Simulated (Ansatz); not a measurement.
Cost and result for the atomization energy of C₂H₈AlClSi (13 atoms, 13 bonds).

```xyz
13

Al   -0.4944    1.9764    0.9084
C    -0.6061    0.5529   -0.4495
Cl   -2.4346    1.1139   -0.2077
C    -0.4556   -0.9041   -0.1761
Si    1.3716   -1.3618   -0.3262
H    -0.2214    3.4624    0.4410
H    -0.5111    1.4912    2.4160
H    -0.4360    0.8140   -1.4932
H    -1.0283   -1.5385   -0.8622
H    -0.7594   -1.1546    0.8453
H     1.5341   -2.8191   -0.0888
H     2.1650   -0.6044    0.6773
H     1.8764   -1.0282   -1.6844
```

Charge 0, multiplicity 1. The bonds changed during the relaxation, so this is another structure than the one it started from. Geometry: relaxed with PBE0-D4/def2-TZVP. It is one conformer, not always the lowest. Program: Ansatz. All runs use 4 threads of an Arm Neoverse V2 on a shared host. Times are those of one run each, without the atoms' runs, and a repeat can differ threefold. Electronic energies, without spin–orbit coupling; frozen cores. CCSD(T)/CBS adds CCSD(T) − MP2 in def2-TZVPP to the MP2 limit, and its time is that of the two runs behind it. T1 = 0.012. B3LYP takes the VWN-RPA correlation (the form of Gaussian; ORCA's B3LYP/G).

CCSD(T)/CBS is a level of theory with its own doubt, some kJ/mol a heavy atom from the limit and from the frozen cores, so smaller differences don't rank the functionals.

```
                             level  functions  wall time  atomization (kcal/mol)  difference from CCSD(T)/CBS  per bond
   PBE-D4/def2-TZVPP (with forces)        300      3.4 s                  1009.1                          3.9       0.3
                PBE0-D4/def2-TZVPP        300      4.5 s                  1001.8                         -3.4      -0.3
r2SCAN-D4/def2-TZVPP (with forces)        300        7 s                  1008.2                          3.0       0.2
 B3LYP-D4/def2-TZVPP (with forces)        300      7.5 s                  1001.9                         -3.3      -0.3
                 B2PLYP/def2-TZVPP        300      7.5 s                   989.4                        -15.8      -1.2
                ωB97X-V/def2-TZVPP        300       11 s                  1009.4                          4.2       0.3
  ωB97M-V/def2-TZVPP (with forces)        300       16 s                  1007.7                          2.5       0.2
                    MP2/def2-QZVPP        564       33 s                  1000.4                         -4.8      -0.4
                CCSD(T)/def2-TZVPP        300    4.2 min                   980.6                        -24.6      -1.9
                 CCSD(T)/CBS(def2)          –    4.7 min                  1005.2                          0.0       0.0
```

From PBE to PBE0 (25 % exact exchange), in def2-TZVPP and without D4, the atomization energy moves by −6.1 kcal/mol: exact exchange takes away binding that semilocal exchange gives to molecules. The D4 term adds +12.5 kcal/mol with B3LYP and +6.6 kcal/mol with PBE0; it sums over pairs of atoms, weighted by their polarisabilities, and B3LYP, whose exchange is more repulsive, gets the larger term. In def2-TZVPP, CCSD(T) changes the Hartree–Fock value by +225.1 kcal/mol (the triples alone add +12.7 kcal/mol) and MP2 by +230.3 kcal/mol; breaking electron pairs costs correlation energy, which Hartree–Fock lacks.
